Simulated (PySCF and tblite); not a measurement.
The numbers below are computed, except where a source is named.
**C₉H₁₂, numbered as in [CH:1]#[C:2][C@@H:3]1[CH2:4][C@@H:5]2[CH2:6][CH2:7][C@@H:8]2[CH2:9]1: conformational analysis**

Search: ETKDG, MMFF94s, GFN2-xTB, 60 starts; geometries at GFN2-xTB. Energies: PBE0-D3(BJ)/pcSseg-1, with GFN2-xTB thermal terms (modes under about 100 cm⁻¹ blended into free rotors). Symmetry numbers and mirror images are counted. Conformers within 2.5 kcal/mol (GFN2-xTB free energy) were kept, 2 at most. GIAO shieldings: PBE0/pcSseg-1. Couplings: B3LYP/6-31G* with pcJ-1 on H (gas phase; spin-dipole term only for pairs with B, N, F, Si or P). Couplings are for ¹H. H–H couplings come out 0.1 to 0.9 Hz lower than with pcJ-1 on all atoms. Shifts are against TMS (¹H), TMS (¹³C) at the same level; of two unlike H on one atom, a is the less shielded. (PySCF 2.14, tblite 0.8.)

The 4-ring runs over atoms 5–6–7–8. The 5-ring runs over atoms 3–4–5–8–9.

```csv
conformer,shape,symmetry,E(GFN2) kcal/mol,E(DFT) kcal/mol,G(298.15 K) kcal/mol,weight %,dipole D
1,"4-ring flat; 5-ring envelope (ring torsions -20, 0, 20, -33, 33°)",Cs,0.00,0.00,0.00,88.2,0.80
2,"4-ring flat; 5-ring envelope (ring torsions 24, 0, -23, 38, -38°)",Cs,1.89,1.76,1.19,11.8,0.96
```

Weights (%) against temperature:

```json
{"T (K)": "250", "1": "92.4", "2": "7.6", "S(mix) cal/mol/K": "0.53"}
{"T (K)": "298.15", "1": "88.2", "2": "11.8", "S(mix) cal/mol/K": "0.72"}
{"T (K)": "350", "1": "83.8", "2": "16.2", "S(mix) cal/mol/K": "0.88"}
```

Averaged shifts at 298.15 K. ¹H: 3.02 (H3, 1H), 2.73 (H5/H8, 2H), 2.22 (H6a/H7a, 2H), 2.17 (H6b/H7b, 2H), 1.95 (H4a/H9a, 2H), 1.88 (H4b/H9b, 2H), 1.54 (H1, 1H) ppm. ¹³C: 96.0 (C2), 75.0 (C1), 44.9 (C4/C9), 40.3 (C5/C8), 32.8 (C3), 25.7 (C6/C7) ppm.

Averaged couplings (Hz): ³J(H3,H4a) 8.9, ³J(H3,H4b) 1.8, ²J(H4a,H4b) -13.5, ³J(H4a,H5) 9.3, ³J(H4b,H5) 1.1, ³J(H5,H6b) 4.6, ³J(H5,H6a) 11.0, ³J(H5,H8) 8.5, ²J(H6b,H6a) -13.5, ³J(H6b,H7a) 6.0, ³J(H6b,H7b) 12.0, ³J(H6a,H7a) 12.5.

Coordinates of conformer 1 (Å):

```xyz
21

C     2.049   -1.366    1.466
C     1.355   -1.287    0.494
C     0.529   -1.219   -0.696
C     0.717    0.113   -1.446
C    -0.283    1.076   -0.815
C     0.125    1.661    0.549
C    -0.943    0.802    1.242
C    -1.357    0.212   -0.117
C    -0.972   -1.245   -0.350
H     2.651   -1.422    2.323
H     0.799   -2.068   -1.332
H     0.478   -0.032   -2.501
H     1.742    0.479   -1.372
H    -0.642    1.816   -1.530
H     1.146    1.429    0.843
H    -0.035    2.733    0.639
H    -1.726    1.373    1.736
H    -0.544    0.068    1.939
H    -2.393    0.408   -0.394
H    -1.177   -1.868    0.521
H    -1.529   -1.646   -1.199
```

Coordinates of conformer 2 (Å):

```xyz
21

C     3.677    0.885    0.289
C     2.622    0.322    0.327
C     1.327   -0.321    0.362
C     0.629   -0.338   -1.010
C    -0.845   -0.563   -0.673
C    -1.852    0.495   -1.159
C    -2.043    0.983    0.286
C    -1.042   -0.077    0.781
C     0.321    0.413    1.266
H     4.609    1.366    0.260
H     1.450   -1.351    0.718
H     1.037   -1.109   -1.663
H     0.770    0.629   -1.495
H    -1.149   -1.591   -0.869
H    -1.433    1.235   -1.838
H    -2.750    0.077   -1.610
H    -3.053    0.857    0.670
H    -1.729    2.011    0.462
H    -1.473   -0.809    1.464
H     0.421    1.489    1.112
H     0.497    0.203    2.321
```

GFN2-xTB leaves a saturated small ring flat here that puckers in reality. Shifts are unscaled: against experiment ¹³C can be off by 15 ppm or more and ¹H by 0.8 ppm.

Search and properties took 2.6 min on 1 thread of Intel Xeon 6975P-C, shared host (rough), launched as `OMP_NUM_THREADS=1 python ens_run.py task.json out`.
